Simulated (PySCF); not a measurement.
## Converging BiF in the basis (CCSD(T))

PySCF, UHF reference; triplet, unpaired electrons π ↑↑; De to Bi + F without counterpoise correction. Frozen cores follow the default of each basis and core potential.

| basis | relativity | functions | Re (Å) | ωe (cm⁻¹) | De (eV) | frozen orbitals |
| --- | --- | --- | --- | --- | --- | --- |
| cc-pVDZ-PP/cc-pVDZ | scalar-relativistic core potentials | 37 | 2.059 | 561 | 2.88 | 5 |
| def2-SVP | scalar-relativistic core potentials | 40 | 2.055 | 564 | 3.03 | 5 |
| def2-SVPD | scalar-relativistic core potentials | 55 | 2.077 | 536 | 3.61 | 5 |
| x2c-TZVPPall | spin-free X2C | 114 | 2.025 | 557 | 3.55 | 35 |

Problem. How does each smaller set differ from the one with most functions, x2c-TZVPPall?

Solution. cc-pVDZ-PP/cc-pVDZ: +3.4 pm, +0.7 % in ωe, -0.67 eV in De; def2-SVP: +3.0 pm, +1.3 % in ωe, -0.52 eV in De; def2-SVPD: +5.2 pm, -3.8 % in ωe, +0.06 eV in De. All at CCSD(T); the set with most functions is neither the basis-set limit nor always the best. The rows treat relativity differently, so the differences are not basis effects alone.

Correlated steps freeze the inner cores (5 to 35 orbitals); shallow outer-core shells are correlated. Correlated levels converge slowly with the basis: in double zeta they bind strong bonds too weakly, by up to about 1 eV, and carry superposition errors of some tenths. These are scalar-relativistic numbers at best; spin–orbit coupling would shift them, the dissociation energy most. The state is the lowest determinant that a PBE0 search found; another state may lie lower at other levels.
